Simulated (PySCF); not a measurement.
Compound: C6H6O2S.
Numbering: `[CH3:1][C:2](=[O:3])[O:4][c:5]1[cH:6][cH:7][cH:8][s:9]1` (hydrogens: H10, H11, H12 on C1; H13 on C6; H14 on C7; H15 on C8)

The closed-shell SCF was solved with PySCF and density fitting under several settings on one GFN2-xTB geometry (grid level 2 and gas phase unless stated).

```tsv
settings	basis functions	SCF cycles	E (Eh)	HOMO (eV)	LUMO (eV)	dipole (D)
PBE0/pcSseg-1	190	15	-780.2495	-6.67	-0.70	1.32
PBE0/def2-SVPD	241	15	-779.9322	-6.69	-0.78	1.31
LC-wPBE/6-31G*, start guess sap	142	16	-780.4753	-8.94	1.83	1.09
PBE/6-31G*, grid level 3	142	17	-780.2287	-5.24	-1.27	1.11
```

Question: Estimate the rows for these settings: (1) wB97X-D/6-31++G**; (2) PW91/pcSseg-0; (3) LDA/MINI, fitting basis def2-qzvpp-jkfit.

Answer: 
```json
{"settings": "wB97X-D/6-31++G**", "basis functions": "202", "SCF cycles": "14", "E (Eh)": "-780.7371", "HOMO (eV)": "-8.37", "LUMO (eV)": "1.03", "dipole (D)": "1.35"}
{"settings": "PW91/pcSseg-0", "basis functions": "97", "SCF cycles": "17", "E (Eh)": "-779.4162", "HOMO (eV)": "-5.81", "LUMO (eV)": "-1.74", "dipole (D)": "0.97"}
{"settings": "LDA/MINI, fitting basis def2-qzvpp-jkfit", "basis functions": "55", "SCF cycles": "12", "E (Eh)": "-771.3904", "HOMO (eV)": "-7.55", "LUMO (eV)": "-3.52", "dipole (D)": "1.28"}
```

Question: Over all rows, what range does the HOMO–LUMO gap span?

Answer: From 3.97 eV (PBE/6-31G*, grid level 3) to 10.77 eV (LC-wPBE/6-31G*, start guess sap). The functional of the narrowest has no exact exchange, that of the widest range-separated exact exchange.

Question: And the dipole moment?

Answer: From 0.97 D (PW91/pcSseg-0) to 1.35 D (wB97X-D/6-31++G**); the largest is 1.39 times the smallest, and the median is 1.28 D.

Question: Compare two rows with the functional PBE0: PBE0/pcSseg-1 and PBE0/def2-SVPD. Which energy is lower, and by how much?

Answer: PBE0/pcSseg-1 (190 functions) lies 0.3173 Eh or 199 kcal/mol below PBE0/def2-SVPD (241 functions). The smaller set gives the lower energy; the two sets aren't nested, so the variational bound doesn't order them by size.

wB97X-D ran without the empirical dispersion term, which would shift the total energy alone. Cycle counts include a coarse-grid stage where the run had one. All basis functions are spherical, in the Pople sets too.

The values belong to the conformer `[CH3:1][C:2](=[O:3])[O:4][c:5]1[cH:6][cH:7][cH:8][s:9]1`: C1–C2–O4–C5 180°, C2–O4–C5–C6 0°.
